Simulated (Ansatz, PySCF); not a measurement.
Species: InBr₂, charge 0, doublet. InBr2 (SMILES [Br][In][Br], doublet).
B3LYP-D3(BJ)/def2-TZVP minimum from Ansatz (an electronic-structure program):
```xyz
3

In     0.6282     0.3100     0.2149
Br    -0.7784     1.4524    -1.5685
Br    -0.1011    -1.8864     1.2676
```
Charge 0, spin multiplicity 2.

Atomisation energy term by term, kcal/mol (programs: Ansatz). Open shells are spin-unrestricted; no spin-orbit coupling. Correlated methods leave the cores frozen (noble-gas shells, and filled d and f shells in the p block). Past Kr the def2 sets carry scalar-relativistic core potentials. CBS(X,Y): correlation extrapolated as X^-3, Hartree-Fock from the larger set. A bracket is a step between two methods taken in the basis named. Where a partner has so few electrons that a lower coupled-cluster level is exact, that level stands in. Spin-orbit terms, left out, reach several kcal/mol for Br and I, and more for heavier atoms. The spin of Br2In ([Br][In][Br], doublet) was assumed, and the state is the lowest solution found for it.

```json
[
 {"term": "Hartree-Fock", "basis": "def2-QZVPP", "kcal/mol": "98.00"},
 {"term": "CCSD correlation", "basis": "CBS(def2-TZVPP,def2-QZVPP)", "kcal/mol": "34.29"},
 {"term": "(T)", "basis": "CBS(def2-TZVPP,def2-QZVPP)", "kcal/mol": "5.15"},
 {"term": "CCSDT(Q) - CCSD(T)", "basis": "def2-SVP", "kcal/mol": "0.47"},
 {"term": "minus zero-point energy", "basis": "Hessian by PySCF at B3LYP-D3(BJ)/def2-TZVP", "kcal/mol": "-0.68"},
 {"term": "sum: D0", "basis": "", "kcal/mol": "137.2"}
]
```
